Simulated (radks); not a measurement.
Species: P9+. Configuration: [He] 2s2 2p2.

Calculated with a radial shooting solver on a logarithmic mesh with Libxc functionals: scalar-relativistic Kohn-Sham, LDA (Slater exchange, Perdew-Wang correlation), spin-polarised, spherical densities, finite nucleus; open shells are filled with parallel spins first; Fermi nuclear charge, rms radius 3.1889 fm.

Energy parts (eV):
| part | energy |
|---|---|
| total | -7930.305 |
| kinetic | 7960.210 |
| electron-nucleus | -17080.936 |
| Hartree | 1572.297 |
| exchange-correlation | -381.877 |

Orbitals (lengths in bohr, moments of r in powers of bohr; r(max) is where P^2 peaks):
| orbital | occ. | eigenvalue (eV) | r(max) | <1/r> |
|---|---|---|---|---|
| 1s up | 1 | -2413.913 | 0.06780 | 14.63 |
| 1s down | 1 | -2407.748 | 0.06772 | 14.66 |
| 2s up | 1 | -436.3952 | 0.3919 | 3.187 |
| 2s down | 1 | -425.6793 | 0.3946 | 3.145 |
| 2p up | 2 | -399.0701 | 0.3180 | 3.113 |
| 2p down | 0 | -386.4960 | 0.3211 | 3.079 |
| 3s up | 0 | -162.6488 | 1.084 | 1.266 |
| 3s down | 0 | -160.3539 | 1.098 | 1.250 |
| 3p up | 0 | -151.6336 | 1.055 | 1.231 |
| 3p down | 0 | -149.0851 | 1.073 | 1.215 |
| 3d up | 0 | -139.1554 | 0.8507 | 1.172 |
| 3d down | 0 | -136.2132 | 0.8742 | 1.143 |

The highest occupied level is 2p up at -399.07 eV. For comparison, the ionisation energy in NIST's Atomic Spectra Database is 424.4 eV (semi-empirical). In exact Kohn-Sham theory the highest level is minus the ionisation energy, but local and semilocal functionals leave it too shallow, through self-interaction and a potential that decays too fast; potentials with the right tail come closer. The density falls to 0.001 e/bohr^3 at r = 1.33 bohr. The electron density at the nucleus is 2414 e/bohr^3 (large components only). Summed over all electrons, <r^2> = 0.9458 bohr^2, which gives a Langevin (diamagnetic) susceptibility term of -0.749 x 10^-6 cm^3/mol.
